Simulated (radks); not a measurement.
Charge is removed step by step from the 1s level of He, starting from [He]. Method: scalar-relativistic Kohn-Sham, SCAN, spin-unpolarised, spherical densities, finite nucleus; meta-GGA in the generalised Kohn-Sham scheme; Gaussian nuclear charge, rms radius 1.6755 fm; computed with a radial shooting solver on a logarithmic mesh with Libxc functionals.

removed (e)	E - E(0) (eV)	eigenvalue (eV)
0	0.000	-16.537
0.1	1.756	-18.591
0.2	3.720	-20.709
0.3	5.900	-22.888
0.4	8.300	-25.125
0.5	10.927	-27.417
0.6	13.785	-29.760
0.8	20.216	-34.583
0.9	23.798	-37.052

The mean slope of the eigenvalue, de/dn, is 22.8 eV per electron.
